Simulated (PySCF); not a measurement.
BaCl$_{2}$, charge -1, doublet, at a GFN2-xTB geometry (such geometries of metal compounds can be far from the true shape) (a state made from the parent by changing its charge; the spin is typed, not shown lowest) (core potentials on Ba); CAMB3LYP/def2-SVP (PySCF).

Input for PySCF:
```python
from pyscf import gto, scf, dft

mol = gto.M(
    atom='''
Ba    0.003386    0.004122    0.004676
Cl    1.854846    0.443651   -1.752226
Cl   -1.866002   -0.457230    1.736823
''',
    basis='def2-svp',
    ecp={'Ba': 'def2-svp'},
    charge=-1,
    spin=1,
    verbose=4,
)

mf = dft.UKS(mol)
mf.xc = 'camb3lyp'
mf.kernel()
mf.analyze()
```

Q: Write the output that PySCF gives for this input, abridged.

A: 
```
PySCF version 2.14.0

[INPUT] verbose = 4
[INPUT] num. atoms = 3
[INPUT] num. electrons = 45
[INPUT] charge = -1
[INPUT] spin (= nelec alpha-beta = 2S) = 1
[INPUT] symmetry False subgroup None
[INPUT] Mole.unit = angstrom
[INPUT] Symbol           X                Y                Z      unit          X                Y                Z       unit  Magmom
[INPUT]  1 Ba     0.003386000000   0.004122000000   0.004676000000 AA    0.006398612658   0.007789451085   0.008836359358 Bohr   0.0
[INPUT]  2 Cl     1.854846000000   0.443651000000  -1.752226000000 AA    3.505150943245   0.838378884889  -3.311227248342 Bohr   0.0
[INPUT]  3 Cl    -1.866002000000  -0.457230000000   1.736823000000 AA   -3.526232727891  -0.864039475935   3.282119796845 Bohr   0.0

nuclear repulsion = 98.9939174424022
number of shells = 25
number of NR pGTOs = 121
number of NR cGTOs = 59
basis = def2-svp
ecp = {'Ba': 'def2-svp'}

******** <class 'pyscf.dft.uks.UKS'> ********
method = UKS
initial guess = minao
damping factor = 0
level_shift factor = 0
DIIS = <class 'pyscf.scf.diis.CDIIS'>
diis_start_cycle = 1
diis_space = 8
diis_damp = 0
SCF conv_tol = 1e-09
SCF conv_tol_grad = None
SCF max_cycles = 50
direct_scf = True
direct_scf_tol = 1e-13
number electrons alpha = 23  beta = 22
XC library pyscf.dft.libxc version 7.1.2
    S. Lehtola, C. Steigemann, M. J. T. Oliveira, and M. A. L. Marques,  SoftwareX 7, 1–5 (2018)
XC functionals = camb3lyp
    T. Yanai, D. P. Tew, and N. C. Handy,  Chem. Phys. Lett. 393, 51 (2004)
radial grids:
    Treutler-Ahlrichs [JCP 102, 346 (1995); DOI:10.1063/1.469408] (M4) radial grids

becke partition: Becke, JCP 88, 2547 (1988); DOI:10.1063/1.454033
pruning grids: <function nwchem_prune>
grids dens level: 3
symmetrized grids: False
atomic radii adjust function: <function treutler_atomic_radii_adjust>
small_rho_cutoff = 0
Set gradient conv threshold to 3.16228e-05
tot grids = 61688
init E= -935.585556177228

cycle= 1 E= -945.650296784024  delta_E= -10.1  |g|= 0.375  |ddm|= 1.97
cycle= 2 E= -945.71559890342  delta_E= -0.0653  |g|= 0.24  |ddm|= 1.41
cycle= 3 E= -945.742600214281  delta_E= -0.027  |g|= 0.0224  |ddm|= 0.336
cycle= 4 E= -945.743237665081  delta_E= -0.000637  |g|= 0.00882  |ddm|= 0.117
cycle= 5 E= -945.743387602063  delta_E= -0.00015  |g|= 0.00274  |ddm|= 0.0867
cycle= 6 E= -945.743426384398  delta_E= -3.88e-05  |g|= 0.000592  |ddm|= 0.0654
cycle= 7 E= -945.743428197952  delta_E= -1.81e-06  |g|= 9.43e-05  |ddm|= 0.0154
cycle= 8 E= -945.743428245965  delta_E= -4.8e-08  |g|= 1.94e-05  |ddm|= 0.00197
cycle= 9 E= -945.743428247871  delta_E= -1.91e-09  |g|= 5.97e-06  |ddm|= 0.000372
cycle= 10 E= -945.743428247929  delta_E= -5.82e-11  |g|= 1.58e-06  |ddm|= 3.43e-05
Extra cycle  E= -945.743428247941  delta_E= -1.14e-11  |g|= 9.99e-07  |ddm|= 1.17e-05
converged SCF energy = -945.743428247941  <S^2> = 0.75031083  2S+1 = 2.0003108
**** SCF Summaries ****
Total Energy =                        -945.743428247940642
Nuclear Repulsion Energy =              98.993917442402207
One-electron Energy =                -1519.468345707832668
Two-electron Energy =                  474.731000017489862
Two-electron Coulomb Energy =          535.248909554991428
DFT Exchange-Correlation Energy =      -60.517909537501559
**** MO energy ****
                             alpha | beta                alpha | beta
MO #1   energy= -101.343116184666  | -101.343116152971  occ= 1 | 1
MO #2   energy= -101.343050603351  | -101.343050566394  occ= 1 | 1
MO #3   energy= -9.29898899876779  | -9.29896904265055  occ= 1 | 1
MO #4   energy= -9.29894264688954  | -9.29892264745555  occ= 1 | 1
MO #5   energy= -7.06247889716915  | -7.06251466860863  occ= 1 | 1
MO #6   energy= -7.06246528928723  | -7.06250109587192  occ= 1 | 1
MO #7   energy= -7.06246330274131  | -7.06249906216308  occ= 1 | 1
MO #8   energy= -7.06244996395897  | -7.06248576468275  occ= 1 | 1
MO #9   energy= -7.06201234389227  | -7.06199031884217  occ= 1 | 1
MO #10  energy= -7.0620049620316   | -7.06198304913741  occ= 1 | 1
MO #11  energy= -1.22748823194334  | -1.22486118282995  occ= 1 | 1
MO #12  energy= -0.715496134506287 | -0.714206032999623 occ= 1 | 1
MO #13  energy= -0.66557748200724  | -0.665554356006152 occ= 1 | 1
MO #14  energy= -0.62406952238073  | -0.621277095732401 occ= 1 | 1
MO #15  energy= -0.624062505583525 | -0.621271027958349 occ= 1 | 1
MO #16  energy= -0.570219677852503 | -0.568317689880556 occ= 1 | 1
MO #17  energy= -0.22014149800686  | -0.219805593269822 occ= 1 | 1
MO #18  energy= -0.196929207885937 | -0.19711039356857  occ= 1 | 1
MO #19  energy= -0.196925647473048 | -0.197106360413133 occ= 1 | 1
MO #20  energy= -0.182554784127251 | -0.182469312620206 occ= 1 | 1
MO #21  energy= -0.182551614675996 | -0.182466203373117 occ= 1 | 1
MO #22  energy= -0.151732398193677 | -0.151337283816385 occ= 1 | 1
MO #23  energy= -0.00257425291758295 | 0.0890344916703682 occ= 1 | 0
MO #24  energy= 0.138870757032167  | 0.149385075484899  occ= 0 | 0
MO #25  energy= 0.138878578344484  | 0.149385265312106  occ= 0 | 0
MO #26  energy= 0.145215434333064  | 0.152081778192915  occ= 0 | 0
MO #27  energy= 0.145215860298802  | 0.152085247475774  occ= 0 | 0
MO #28  energy= 0.168837579616813  | 0.178170531641935  occ= 0 | 0
MO #29  energy= 0.186532421733125  | 0.18734423994791   occ= 0 | 0
MO #30  energy= 0.215868720904912  | 0.213454155888806  occ= 0 | 0
MO #31  energy= 0.215887469453131  | 0.21346921300495   occ= 0 | 0

spin_pop of  0 Ba 5s        0.00028
spin_pop of  0 Ba 6s        0.85874
spin_pop of  0 Ba 7s        0.00144
spin_pop of  0 Ba 8s        0.00454
spin_pop of  0 Ba 5px       0.00013
spin_pop of  0 Ba 5py       0.00051
spin_pop of  0 Ba 5pz       0.00018
spin_pop of  0 Ba 6px      -0.00127
spin_pop of  0 Ba 6py      -0.00419
spin_pop of  0 Ba 6pz      -0.00164
spin_pop of  0 Ba 7px       0.00231
spin_pop of  0 Ba 7py       0.00606
spin_pop of  0 Ba 7pz       0.00279
spin_pop of  0 Ba 5dxy      0.00092
spin_pop of  0 Ba 5dyz      0.02085
spin_pop of  0 Ba 5dz^2     0.00522
spin_pop of  0 Ba 5dxz      0.00022
spin_pop of  0 Ba 5dx2-y2    0.00019
spin_pop of  0 Ba 6dxy      0.00176
spin_pop of  0 Ba 6dyz      0.03097
spin_pop of  0 Ba 6dz^2     0.00791
spin_pop of  0 Ba 6dxz      0.00327
spin_pop of  0 Ba 6dx2-y2    0.00287
spin_pop of  1 Cl 1s        0.00000
spin_pop of  1 Cl 2s        0.00000
spin_pop of  1 Cl 3s        0.01592
spin_pop of  1 Cl 4s        0.01213
spin_pop of  1 Cl 2px      -0.00000
spin_pop of  1 Cl 2py      -0.00000
spin_pop of  1 Cl 2pz      -0.00000
spin_pop of  1 Cl 3px      -0.00033
spin_pop of  1 Cl 3py      -0.00145
spin_pop of  1 Cl 3pz      -0.00047
spin_pop of  1 Cl 4px       0.00059
spin_pop of  1 Cl 4py       0.00014
spin_pop of  1 Cl 4pz       0.00053
spin_pop of  1 Cl 3dxy      0.00005
spin_pop of  1 Cl 3dyz      0.00005
spin_pop of  1 Cl 3dz^2     0.00004
spin_pop of  1 Cl 3dxz      0.00063
spin_pop of  1 Cl 3dx2-y2    0.00015
spin_pop of  2 Cl 1s        0.00000
spin_pop of  2 Cl 2s        0.00000
spin_pop of  2 Cl 3s        0.01592
spin_pop of  2 Cl 4s        0.01212
spin_pop of  2 Cl 2px      -0.00000
spin_pop of  2 Cl 2py      -0.00000
spin_pop of  2 Cl 2pz      -0.00000
spin_pop of  2 Cl 3px      -0.00032
spin_pop of  2 Cl 3py      -0.00145
spin_pop of  2 Cl 3pz      -0.00047
spin_pop of  2 Cl 4px       0.00059
spin_pop of  2 Cl 4py       0.00014
spin_pop of  2 Cl 4pz       0.00053
spin_pop of  2 Cl 3dxy      0.00006
spin_pop of  2 Cl 3dyz      0.00005
spin_pop of  2 Cl 3dz^2     0.00003
spin_pop of  2 Cl 3dxz      0.00062
spin_pop of  2 Cl 3dx2-y2    0.00016
In total            23.00000 | 22.00000

WARN: System has nonzero charge -1; the dipole moment is origin-dependent.
Location of origin: [0. 0. 0.]

Dipole moment(X, Y, Z, Debye): -0.02006, -0.02442, -0.02769
```
